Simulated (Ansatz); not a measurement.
Computed with Ansatz on PBE0-D4/def2-TZVP structures; ΔE is electronic, products minus reactants. CBS: MP2 limit from def2 TZ/QZ plus the TZ coupled-cluster correction, frozen cores. Functionals use def2-TZVPP. Elements past krypton have def2 core potentials. For Sn outer-core shells are correlated without core-valence functions, which leaves a few kJ/mol of doubt a bond. Each species was taken in one conformer, which may not be the lowest.

`N=C[S][SnH3]` → `N=[C](S)[SnH3]`  (isomerisation)

```tsv
species	PBE0 energy (Eh)
`N=C[S][SnH3]`	-708.14071
`N=[C](S)[SnH3]`	-708.10861
```

**Question.** Work out ΔE.

**Answer.** ΔE = (-708.10861) − (-708.14071) = 0.03210 Eh = +84.3 kJ/mol. CCSD(T)/CBS gives +79.3 kJ/mol.

Largest T1 diagnostic among the species: 0.015.

In def2-TZVPP, CCSD(T) changes the Hartree–Fock value by −13.8 kJ/mol (the triples alone add −1.1 kJ/mol) and MP2 by −12.1 kJ/mol.
